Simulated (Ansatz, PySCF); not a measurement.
Breaking the Ga1–H2 bond in GaH3Se (SMILES [GaH2][SeH]) (multiplicity 1 held, fragments rigid). Energies count from the point at 1.561 Å.
Geometry at that point (charge 0, multiplicity 1):
| atom | x (Å) | y (Å) | z (Å) |
|---|---|---|---|
| Ga | 0.2749 | 0.0112 | -1.1530 |
| H | -0.8038 | -0.5760 | -2.1169 |
| H | 1.6617 | 0.6037 | -1.5559 |
| Se | -0.3040 | -0.0284 | 1.1136 |
| H | 0.9571 | 0.5901 | 1.5522 |

R- and RO- levels are restricted; in cc, def2 and unpolarised 6-31G sets they are followed outwards from rest. Unrestricted levels (U-) break spin symmetry where that is lower. Active spaces are followed from a long bond inwards. Levels need not reach the same state.

Correlated levels freeze the cores. Filled d and f shells under p-block atoms count as core. Rows in 3-21G carry no dispersion term and start afresh at each structure; the Pople sets are all-electron and without relativity.

Run with Ansatz (Gaussian basis) for Hartree–Fock, density functionals and correlated methods; PySCF for 3-21G rows. Values without a source in brackets are computed.

```
level                                  energy at R = 4.996 Å (kJ/mol)
-------------------------------------  ------------------------------
R-HF/3-21G                                                      684.5
R-PBE/cc-pVTZ                                                   438.3
U-B3LYP/cc-pVTZ                                                 343.8
R-MP2/cc-pVTZ                                                   481.9
U-MP2/cc-pVTZ                                                   333.5
U-CCSD/cc-pVTZ                                                  345.1
CASSCF(2,2)/cc-pVTZ                                               [?]
FIC-NEVPT4(SD) on CASSCF(2,2)/cc-pVTZ                           344.7
FIC-MRCISD+Q on CASSCF(2,2)/cc-pVTZ                             347.0
```

Problem. What belongs in the gaps?

Solution. 
- CASSCF(2,2)/cc-pVTZ, energy at R = 4.996 Å (kJ/mol): 309.7

Doubts at one or more of the structures used: a restricted determinant that unrestricted orbitals would lower (R-HF/3-21G, R-PBE/cc-pVTZ, R-MP2/cc-pVTZ); a spin-contaminated determinant (U-B3LYP/cc-pVTZ, U-MP2/cc-pVTZ, U-CCSD/cc-pVTZ).

Ansatz is a first-principles code.
